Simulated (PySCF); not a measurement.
Si(Cl)(F)2(SeH) (ClF₂HSeSi), SMILES F[Si](F)(Cl)[SeH]. Atoms are numbered in the order given.

```xyz
6

F     -1.3924    -0.9253    -1.0987
Si    -0.5961    -0.3025     0.1487
F     -0.7021    -1.3554     1.3585
Cl    -1.5373     1.3953     0.7738
Se     1.5137     0.0112    -0.5385
H      1.8643     0.6597     0.7359
```
Charge 0, spin multiplicity 1.

Geometry: r2SCAN-D4/def2-SVP. The structure was generated by enumeration, and PubChem lists no compound with its InChIKey, so it may never have been made. Other conformers were not sampled.

These are TDDFT-PBE/def2-SVPD (PySCF) values and carry that method's errors.

Vertical excitations. Isolated molecule, no solvent.

List the lowest excited states. (An estimate is asked for; the answer gives what the named calculation found.)


```tsv
state	energy (eV)	λ (nm)	f	main pairs
S1	5.16	240	0.006	HOMO→LUMO 100 %
S2	5.51	225	0.029	HOMO→LUMO+1 99 %
S3	6.45	192	0.003	HOMO→LUMO+2 96 %
S4	6.87	181	0.001	HOMO→LUMO+3 52 %, HOMO−1→LUMO 46 %
S5	6.95	178	0.010	HOMO→LUMO+4 84 %
S6	7.01	177	0.004	HOMO−2→LUMO 93 %
S7	7.13	174	0.002	HOMO−1→LUMO+1 58 %, HOMO→LUMO+3 16 %, HOMO−3→LUMO 10 %, HOMO−1→LUMO 10 %
S8	7.28	170	0.067	HOMO−2→LUMO+1 43 %, HOMO−1→LUMO+1 22 %, HOMO−3→LUMO 13 %, HOMO−1→LUMO 8 %
S9	7.29	170	0.072	HOMO−2→LUMO+1 53 %, HOMO−1→LUMO+1 16 %, HOMO−3→LUMO 11 %
S10	7.45	166	0.001	HOMO→LUMO+5 84 %, HOMO→LUMO+6 14 %
T1	4.77	260	0	HOMO→LUMO 99 %
T2	5.12	242	0	HOMO→LUMO+1 99 %
T3	6.19	200	0	HOMO→LUMO+2 83 %
T4	6.36	195	0	HOMO−1→LUMO 70 %, HOMO→LUMO+2 14 %
```
Triplets are in the Tamm–Dancoff approximation, which puts them higher than full response would, so one can lie above its singlet here.
